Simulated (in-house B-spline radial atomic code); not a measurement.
Configurations of Nb VIII (Nb7+), with energies counted from [Ar] 3d10 4s2 (4p1/2)2 (4p3/2)2. All numbers are computed (Dirac-Hartree-Fock, average of each configuration as written; Fermi nucleus of rms radius 4.324 fm) with a radial B-spline atomic code at the basis-set limit, not measured. Energies include first-order Breit, QED and recoil terms.

Occupations are held fixed; configurations that lie above the ionisation limit could autoionise.

```csv
configuration,E - E(ref) (eV),highest orbital,its <r> (bohr)
[Ar] 3d10 4s1 (4p1/2)2 (4p3/2)3,30.842,4p3/2,1.186
[Ar] 3d10 4s2 (4p1/2)2 (4p3/2)1 6s1,92.84,6s1/2,3.693
[Ar] 3d10 4s2 (4p3/2)3 (5f5/2)1,104.89,5f5/2,3.48
[Ar] (3d3/2)3 (3d5/2)6 4s2 (4p1/2)2 (4p3/2)2 (8d5/2)1,309.62,8d5/2,9.103
[Ne] 3s2 (3p1/2)2 (3p3/2)3 3d10 4s2 (4p3/2)4 (6d3/2)1,458.46,6d3/2,4.509
[Ne] 3s2 (3p1/2)1 (3p3/2)4 3d10 4s2 (4p1/2)2 (4p3/2)2 (7f5/2)1,482.33,7f5/2,7.704
```

(1) Order these further configurations by energy, lowest first.
A. [Ne] 3s2 (3p1/2)2 (3p3/2)3 3d10 4s2 (4p3/2)4 (8p1/2)1
B. [Ar] 3d10 4s2 (4p1/2)1 (4p3/2)3
C. [Ar] 3d10 4s1 (4p1/2)2 (4p3/2)2 (8d5/2)1
D. [Ar] 3d10 4s2 (4p3/2)4
E. [Ar] (3d3/2)3 (3d5/2)6 4s2 (4p1/2)1 (4p3/2)3 6s1

(2) How far above the reference does [Ar] 3d10 4s1 (4p1/2)2 (4p3/2)2 (4d3/2)1 lie?

## Answers

(1) B (2.1651 eV), D (5.8178 eV), C (150.25 eV), E (283.93 eV), A (472.43 eV).

(2) 68.259 eV; its least bound orbital is 4d3/2 with <r> = 1.37 bohr.
